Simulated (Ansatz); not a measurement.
```
atom   x (Å)   y (Å)    z (Å)
   B  0.0000  0.0000  -0.8768
   F  0.0000  0.0000   0.4871
```

Basis set: 6-31G* (spherical functions). Frozen core: 2 orbitals. Charge 0, multiplicity 1.

Computed with Ansatz (development build ahead of 0.2.0); each method stands on the lowest determinant of its kind that the runs found. Restricted open shells among the atoms or ions are ROHF, correlated in semicanonical orbitals with singles.

The atomization energy at this shape (free ground-state atoms in the same class of orbitals less the molecule, no zero-point energy) of singlet BF:

| method | atomization energy |
| --- | --- |
| RHF-MP2 | 177.63 kcal/mol |

(1) What does RHF give?

Answers

(1) 133.72 kcal/mol.
